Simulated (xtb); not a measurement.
Se(OH)(GeH3) (GeH4OSe), SMILES O[Se][GeH3]. All values are semi-empirical tight-binding results from xtb (GFN2-xTB unless named), good for trends rather than for accurate numbers. Coordinates come from a GFN2-xTB optimisation. This is a generated structure with no PubChem entry under its InChIKey; it may be hypothetical. The values are those of a single conformer.

Optimised geometry:

```xyz
7

Se     0.5456    -0.5355     0.7389
O      0.5567    -1.8661    -0.5151
H      1.4419    -1.9421    -0.8815
Ge    -0.6757     0.9726    -0.5496
H     -0.7552     2.2852     0.1694
H     -0.0014     1.1874    -1.8767
H     -2.0669     0.4838    -0.8259
```
Charge 0, spin multiplicity 1.

For metal compounds this method's bond lengths and energies can be far off.

| Quantity | Value |
|---|---|
| orbital gap | 3.31 eV |
| zero-point energy | 21.4 kcal/mol |
| G − E(el) at 298.15 K (modified RRHO) | 1.6 kcal/mol |

Computed atomic charges and the Wiberg bond orders between heavy atoms:
charges (e) Se1 -0.02, O2 -0.41, H3 0.31, Ge4 0.13, H5 -0.02, H6 -0.01, H7 0.00. Bond orders Se1–O2 1.24, Se1–Ge4 1.00.
